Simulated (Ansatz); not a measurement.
CH4ClGaO2 (`C[O][Ga]([OH])[Cl]`), relaxed with RKS PBE0-D4/def2-TZVP in the Gaussian-basis code of Ansatz from a GFN2-xTB geometry. The force threshold is 0.005 eV/Å; the program also tests the step.

Charge 0, multiplicity 1.

Start:

```xyz
9

C    -0.342   -1.512    0.473
O     0.346   -0.282    0.333
Ga   -0.008    1.218   -0.548
O     1.244    2.408   -0.339
Cl   -1.710    1.545   -1.698
H    -1.328   -1.375    0.921
H     0.266   -2.134    1.135
H    -0.455   -2.020   -0.487
H     1.987    2.153    0.211
```

Q: How much energy does the relaxation release, and in how many steps? (An estimate is asked.)

A: The calculation gave: 8.04 kJ/mol, in 6 steps, 1 of them rejected.

Q: Which bonds change most? (Best estimate.)

A: Computed: Ga3–Cl5 from 2.080 to 2.121 Å; Ga3–O4 from 1.740 to 1.766 Å; O2–Ga3 from 1.776 to 1.768 Å; C1–O2 from 1.416 to 1.411 Å.

Q: Give the relaxed structure. (Best estimate.)

A: Computed: 
```xyz
9

C    -0.360   -1.483    0.448
O     0.477   -0.348    0.436
Ga    0.096    1.134   -0.448
O     1.222    2.494   -0.392
Cl   -1.694    1.309   -1.574
H    -1.357   -1.260    0.843
H     0.102   -2.235    1.092
H    -0.481   -1.917   -0.551
H     1.995    2.306    0.146
```
